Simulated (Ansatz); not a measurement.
CH₆BGaOSeSi at its PBE0-D4/def2-TZVP geometry, where that method's forces vanish. The species carries charge 0 and has multiplicity 1. The bonds changed during the relaxation, so this is another structure than the one it started from.

```json
{"atom": "B1", "x (Å)": "-0.3248", "y (Å)": "-1.1051", "z (Å)": "0.7293"}
{"atom": "Si2", "x (Å)": "1.3712", "y (Å)": "-0.1434", "z (Å)": "0.2163"}
{"atom": "C3", "x (Å)": "0.7196", "y (Å)": "1.3141", "z (Å)": "-0.8382"}
{"atom": "Se4", "x (Å)": "1.8205", "y (Å)": "2.5037", "z (Å)": "-1.5580"}
{"atom": "O5", "x (Å)": "-0.5962", "y (Å)": "1.3980", "z (Å)": "-1.0091"}
{"atom": "Ga6", "x (Å)": "-1.7197", "y (Å)": "0.1701", "z (Å)": "-0.2648"}
{"atom": "H7", "x (Å)": "-0.9410", "y (Å)": "-1.4523", "z (Å)": "-0.3467"}
{"atom": "H8", "x (Å)": "-0.4012", "y (Å)": "-2.0911", "z (Å)": "1.3979"}
{"atom": "H9", "x (Å)": "2.1154", "y (Å)": "0.3985", "z (Å)": "1.3816"}
{"atom": "H10", "x (Å)": "2.2865", "y (Å)": "-0.9679", "z (Å)": "-0.6130"}
{"atom": "H11", "x (Å)": "-3.2423", "y (Å)": "0.2583", "z (Å)": "-0.4561"}
{"atom": "H12", "x (Å)": "-1.0881", "y (Å)": "-0.2828", "z (Å)": "1.3608"}
```

Q: For each bond, give half the difference of the two atoms' forces along it (eV/Å; positive pushes the atoms apart) under PBE-D4, r2SCAN-D4, B3LYP-D4, ωB97M-V in def2-TZVPP. (Best estimate.)

A: The calculation gave: 
```json
{"bond": "B1–Si2", "length (Å)": "2.016", "PBE-D4": "-0.07", "r2SCAN-D4": "0.00", "B3LYP-D4": "0.10", "ωB97M-V": "0.08"}
{"bond": "B1–Ga6", "length (Å)": "2.135", "PBE-D4": "0.05", "r2SCAN-D4": "0.05", "B3LYP-D4": "0.24", "ωB97M-V": "0.15"}
{"bond": "B1–H7", "length (Å)": "1.288", "PBE-D4": "0.04", "r2SCAN-D4": "0.01", "B3LYP-D4": "0.00", "ωB97M-V": "-0.01"}
{"bond": "B1–H8", "length (Å)": "1.194", "PBE-D4": "0.08", "r2SCAN-D4": "-0.05", "B3LYP-D4": "-0.19", "ωB97M-V": "-0.16"}
{"bond": "B1–H12", "length (Å)": "1.287", "PBE-D4": "0.04", "r2SCAN-D4": "0.01", "B3LYP-D4": "0.00", "ωB97M-V": "-0.01"}
{"bond": "Si2–C3", "length (Å)": "1.913", "PBE-D4": "-0.27", "r2SCAN-D4": "-0.16", "B3LYP-D4": "-0.05", "ωB97M-V": "0.09"}
{"bond": "Si2–H9", "length (Å)": "1.485", "PBE-D4": "0.11", "r2SCAN-D4": "-0.01", "B3LYP-D4": "-0.10", "ωB97M-V": "-0.14"}
{"bond": "Si2–H10", "length (Å)": "1.485", "PBE-D4": "0.11", "r2SCAN-D4": "-0.01", "B3LYP-D4": "-0.10", "ωB97M-V": "-0.14"}
{"bond": "C3–Se4", "length (Å)": "1.773", "PBE-D4": "0.35", "r2SCAN-D4": "0.16", "B3LYP-D4": "0.20", "ωB97M-V": "-0.22"}
{"bond": "C3–O5", "length (Å)": "1.329", "PBE-D4": "0.48", "r2SCAN-D4": "0.34", "B3LYP-D4": "0.23", "ωB97M-V": "0.29"}
{"bond": "O5–Ga6", "length (Å)": "1.823", "PBE-D4": "0.26", "r2SCAN-D4": "0.03", "B3LYP-D4": "0.11", "ωB97M-V": "-0.04"}
{"bond": "Ga6–H7", "length (Å)": "1.801", "PBE-D4": "0.04", "r2SCAN-D4": "-0.03", "B3LYP-D4": "0.06", "ωB97M-V": "0.03"}
{"bond": "Ga6–H11", "length (Å)": "1.537", "PBE-D4": "-0.10", "r2SCAN-D4": "-0.13", "B3LYP-D4": "-0.21", "ωB97M-V": "-0.20"}
{"bond": "Ga6–H12", "length (Å)": "1.802", "PBE-D4": "0.04", "r2SCAN-D4": "-0.03", "B3LYP-D4": "0.06", "ωB97M-V": "0.03"}
```

B3LYP here is the variant with VWN-RPA as its local correlation; programs differ in this.

Program: Ansatz 0.2.0.
